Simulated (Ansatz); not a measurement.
Coupled-cluster diagnostics for Ge3⁻, Ansatz.

Geometry of the doublet (B3LYP-D4/def2-TZVPD):

```xyz
3

Ge   -0.3628   -1.4111    0.1863
Ge    0.4166    0.3691   -1.2207
Ge   -0.0538    1.0420    1.0344
```

Correlated methods freeze 27 core orbitals; core or outer-core shells of Ge are correlated, in sets that lack core-valence functions. In CCSD on the charge -1 quartet the largest single amplitude is 0.20, so its Hartree–Fock determinant may place the open shell otherwise than the density functionals do. The structure comes from a short search, and lower isomers may exist.

Geometry of the charge -1 quartet (B3LYP-D4/def2-TZVPD):

```xyz
3

Ge    0.9634    0.6315   -1.0040
Ge   -0.8480   -0.9227   -0.4919
Ge   -0.1155    0.2912    1.4959
```

Q: Estimate the CCSD(T) correlation energy, the shares of MP2 and (T), T1 and the reference's ⟨S²⟩ for: charge -1, doublet, own geometry in def2-SVPD; charge -1, quartet, own geometry in def2-SVPD; and the rough time on 4 threads of Arm Neoverse V1 on a shared host.

A: 
```json
{"state": "charge -1, doublet, own geometry", "basis": "def2-SVPD", "correlation (eV)": "-18.427", "MP2 share (%)": "97.4", "(T) share (%)": "4.8", "T1": "0.020", "⟨S²⟩ (pure)": "0.82 (0.75)", "wall time": "19 s", "remarks": "–"}
{"state": "charge -1, quartet, own geometry", "basis": "def2-SVPD", "correlation (eV)": "-17.810", "MP2 share (%)": "95.0", "(T) share (%)": "4.5", "T1": "0.037", "⟨S²⟩ (pure)": "4.26 (3.75)", "wall time": "20 s", "remarks": "spin-contaminated (⟨S²⟩ 4.26)"}
```
Customary marks for T1 are 0.02 (closed shells), 0.045 (open shells) and about 0.05 (3d metals). T1 exceeds 0.02 in 1 of 2 rows and 0.045 in 0; the higher it lies, the less the single-reference result can be trusted.
